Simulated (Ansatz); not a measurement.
All numbers were calculated with Ansatz.

A structure relaxed at PBE0-D4/def2-TZVP, charge 0, multiplicity 1:

```xyz
12

C     1.463   -1.109   -1.297
Si    0.757    0.284   -0.291
O    -0.699   -0.176    0.303
Ge   -1.915    0.614    1.325
H     1.595   -2.003   -0.683
H     2.437   -0.828   -1.705
H     0.802   -1.360   -2.130
H     0.600    1.506   -1.133
H     1.677    0.633    0.832
H    -3.042   -0.411    1.492
H    -2.407    1.884    0.610
H    -1.267    0.966    2.675
```

(1) Give its formula and SMILES.

(2) Point group (tolerance 0.08 Å, 0.16 Å for H)?

(3) Summarise the bond lengths by kind.

## Answers

(1) CH8GeOSi, `C[SiH2][O][GeH3]`.

(2) Cs.

(3) 1 × C–Si 1.858 Å; 3 × C–H 1.092 to 1.093 Å; 1 × O–Si 1.638 Å; 2 × H–Si 1.493 Å; 1 × Ge–O 1.774 Å; 3 × Ge–H 1.533 to 1.538 Å.
